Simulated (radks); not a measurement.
Results of a calculation; reference values are marked as such.
Excited configurations of Te IV: one electron is placed in a higher orbital outside [Kr] 4d10 5s2. The ground configuration is [Kr] 4d10 5s2 5p1. Level of theory: scalar-relativistic Kohn-Sham, PBE, spin-polarised, spherical densities, point nucleus; open shells are filled with parallel spins first (spin-orbit coupling, left out, can overturn this in heavy ions) (a radial shooting solver on a logarithmic mesh with Libxc functionals). Excitation = E - E(ground); binding = E(ion) - E, where the ion is the core of charge +4; n* = 4/sqrt(2 binding) in atomic units, and the quantum defect is n - n*.

| outer orbital | excitation (eV) | binding (eV) | n* | quantum defect | eigenvalue (eV) | <r> (bohr) |
|---|---|---|---|---|---|---|
| 4f | 19.975 | 16.773 | 3.603 | 0.397 | -13.198 | 3.001 |
| 5d | 13.985 | 22.763 | 3.092 | 1.908 | -19.457 | 3.033 |
| 5f | 25.421 | 11.327 | 4.384 | 0.616 | -9.687 | 5.676 |
| 6s | 15.331 | 21.418 | 3.188 | 2.812 | -19.226 | 3.969 |
| 6p | 18.790 | 17.958 | 3.482 | 2.518 | -16.063 | 4.521 |
| 6d | 23.677 | 13.071 | 4.081 | 1.919 | -11.558 | 5.786 |
| 6f | 28.924 | 7.824 | 5.275 | 0.725 | -6.853 | 9.092 |
| 7s | 24.111 | 12.637 | 4.150 | 2.850 | -11.326 | 6.703 |
| 7p | 25.760 | 10.989 | 4.451 | 2.549 | -9.813 | 7.481 |
| 7d | 28.204 | 8.544 | 5.048 | 1.952 | -7.662 | 9.183 |
| 7f | 31.043 | 5.706 | 6.177 | 0.823 | -5.066 | 13.19 |

The Delta-SCF ionisation energy is 36.748 eV (NIST Atomic Spectra Database: 37.416 eV, measured). Self-interaction in the functional shifts the binding energies and quantum defects, so they are the method's values and not measured ones. Open shells are spherical and high-spin; term and fine-structure splittings are not resolved. Spin-orbit splitting is averaged out at the scalar-relativistic level.
